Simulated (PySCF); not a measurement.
CHO2, neutral, multiplicity 2. Atoms are numbered in the order given.

```xyz
4

C     -0.3871     0.1328     0.0000
O      0.1367     1.1860     0.0000
O      0.2120    -1.0663     0.0000
H     -0.4672    -1.7546     0.0000
```
Charge 0, spin multiplicity 2.

Coordinates come from a B3LYP-D3(BJ)/def2-TZVP optimisation. The values are those of a single conformer.

Computed with TDA-PBE/def2-TZVPD run with PySCF.

Vertical excitations. 

Computed lowest excited states:
```tsv
state	energy (eV)	λ (nm)	f	main pairs
root 1	4.01	309	0.007	α HOMO→LUMO 99 %
root 2	4.54	273	0.019	α HOMO→LUMO+1 99 %
root 3	4.91	252	0.000	β HOMO→LUMO 99 %
root 4	5.47	227	0.016	β HOMO−1→LUMO 88 %
root 5	6.19	200	0.011	α HOMO→LUMO+2 96 %
root 6	6.35	195	0.073	α HOMO→LUMO+3 99 %
root 7	6.48	191	0.041	α HOMO→LUMO+4 100 %
root 8	6.93	179	0.002	α HOMO−1→LUMO 53 %, β HOMO→LUMO+1 42 %
root 9	7.43	167	0.017	α HOMO→LUMO+5 98 %
root 10	7.47	166	0.010	α HOMO−2→LUMO 12 %, β HOMO−2→LUMO 71 %
```
Unrestricted roots are not spin-pure.
